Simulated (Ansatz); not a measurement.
```yaml
crystal:
  periodic: [false, false, false]
  atoms:
    - {symbol: O, position_ang: [0.588225, 2.029815, 0.201861]}
    - {symbol: C, position_ang: [0.420194, 0.657033, 0.247980]}
    - {symbol: O, position_ang: [1.727827, 0.183321, -0.082621]}
    - {symbol: N, position_ang: [-0.497844, -0.184859, 0.092974]}
    - {symbol: Zn, position_ang: [-1.319263, -1.592063, -0.405054]}
    - {symbol: H, position_ang: [-0.425003, 2.225110, 0.635938]}
    - {symbol: H, position_ang: [1.683708, -0.687284, -0.315174]}
    - {symbol: H, position_ang: [-1.887975, -3.040897, -0.290369]}
basis:
  gaussian: {orbitals: aug-cc-pVDZ}
total_charge: 1
magnetization: {spin_polarized: true, initial_magnetization: 1}
hamiltonian: {xc: {name: B2PLYP}}
relax: {f_tol: 0.001, max_steps: 2}
output: {forces: true}
```

```sh
$ ansatz run in.yaml --threads 4 --pin off --events-out ev --progress --plain --max-ram 10444MiB
```

Shortened log:

```
Functional definition: B2PLYP
1921 factors; integrals over basis functions are off by at most 3.7e-4 eV
mean field evaluation 1: about -55036.8097 eV, gradient 6.7e1 eV
mean field evaluation 2: about -55036.8379 eV, gradient 6.7e1 eV
mean field evaluation 4: about -55051.9481 eV, gradient 2.3e1 eV
mean field evaluation 8: about -55056.5102 eV, gradient 7.4e0 eV
mean field evaluation 16: about -55057.2756 eV, gradient 1.3e-1 eV
mean field evaluation 32: about -55057.2768 eV, gradient 6.8e-5 eV
mean field -55057.27676687 eV, -2023.3176020197 hartree, gradient 5.8e-6 eV, S^2 0.763404; 4 other end points of the search recorded, 0 dependent functions left out
9 core orbitals not correlated: weight in the atoms' cores, before any rotation towards them, 1.000 or more for the frozen orbitals, at most 0.000 for the correlated occupied ones
reference -55057.27695128 eV, -2023.3176087968 hartree; 22, 21 occupied and 147, 148 virtual orbitals, 1921 factors
second order -44.76516553 eV of doubles, -0.00000000 eV of singles
relax step   1: F+E_penalty+E_count = -55069.36336156 eV  Δ(F+E_penalty+E_count) = +0.000e0 eV  max|allowed force component| = 6.296e0 eV/Å  Δτ_max = 0.0000 Å  (132 SCF iters, accepted)
1921 factors; integrals over basis functions are off by at most 4.0e-4 eV
mean field -55058.88958582 eV, -2023.3768720230 hartree, gradient 4.6e-6 eV, S^2 0.761004; 0 other end points of the search recorded, 0 dependent functions left out
9 core orbitals not correlated: weight in the atoms' cores, before any rotation towards them, 1.000 or more for the frozen orbitals, at most 0.000 for the correlated occupied ones
reference -55058.88976970 eV, -2023.3768787805 hartree; 22, 21 occupied and 147, 148 virtual orbitals, 1921 factors
second order -44.26637624 eV of doubles, -0.00000000 eV of singles
relax step   2: F+E_penalty+E_count = -55070.84150740 eV  Δ(F+E_penalty+E_count) = -1.478e0 eV  max|allowed force component| = 3.943e0 eV/Å  Δτ_max = 0.1947 Å  (57 SCF iters, accepted)
Error: geometry relaxation did not converge after 2 steps: max|allowed force component| = 3.94e0 eV/Å (threshold 1.0e-3). Raise `relax.max_steps` over both its present limit and 2, loosen `relax.f_tol`, or start from a geometry closer to equilibrium. Where this run's directory can be resumed (`checkpoint.write`), a resume goes on for up to `relax.max_steps` more
```

What is wrong with this run?

The relaxation is allowed too few steps for its threshold. The run did not converge.
